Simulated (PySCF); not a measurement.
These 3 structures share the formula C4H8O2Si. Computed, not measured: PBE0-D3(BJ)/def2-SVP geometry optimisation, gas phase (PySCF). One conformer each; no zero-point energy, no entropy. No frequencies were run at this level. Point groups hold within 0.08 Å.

Task: Rank from lowest to highest electronic energy at this level (kcal/mol).
A. `[CH2:1]=[CH:2][O:3][SiH2:4][C:5]([CH3:6])=[O:7]` with C1–C2–O3–Si4 -179°, C2–O3–Si4–C5 177°, O3–Si4–C5–C6 -1°
B. `[CH2:1]=[CH:2][SiH2:3][O:4][C:5]([CH3:6])=[O:7]` with C1–C2–Si3–O4 -1°, C2–Si3–O4–C5 179°, Si3–O4–C5–C6 180°
C. `[O:1]=[C:2]1[O:3][CH2:4][C@H:5]1[CH2:6][SiH3:7]` with C4–C5–C6–Si7 166°

Result: B (0.0), C (27.2), A (27.8).

As drawn, the lowest has a C(=O)–O unit, which the highest lacks. Neighbours under 2.5 kcal/mol apart (O=C1OC[C@H]1C[SiH3] and C=CO[SiH2]C(C)=O) can change places with a better method, another conformer or zero-point energy.

| SMILES | E (Eh) | E rel (kcal/mol) | dipole (D) | point group | A, B, C (MHz) |
| --- | --- | --- | --- | --- | --- |
| C=C[SiH2]OC(C)=O | -596.43179 | 0.0 | 2.36 | – | 4582, 1264, 1009 |
| O=C1OC[C@H]1C[SiH3] | -596.38851 | 27.2 | 4.10 | C1 | 4150, 1411, 1113 |
| C=CO[SiH2]C(C)=O | -596.38746 | 27.8 | 1.80 | – | 5249, 1047, 887.1 |

Task: How do the relative energies change in single points at CAM-B3LYP/def2-SVPD (no added dispersion term) on the same geometries?

Result: 
| SMILES | PBE0-D3(BJ)/def2-SVP (kcal/mol) | CAM-B3LYP/def2-SVPD (kcal/mol) | shift |
| --- | --- | --- | --- |
| C=C[SiH2]OC(C)=O | 0.0 | 0.0 | 0.0 |
| O=C1OC[C@H]1C[SiH3] | 27.2 | 32.9 | +5.7 |
| C=CO[SiH2]C(C)=O | 27.8 | 26.0 | -1.8 |

Each column counts from its own lowest isomer. The lowest isomer stays, but the order above it changes; the largest shift is 5.7 kcal/mol.
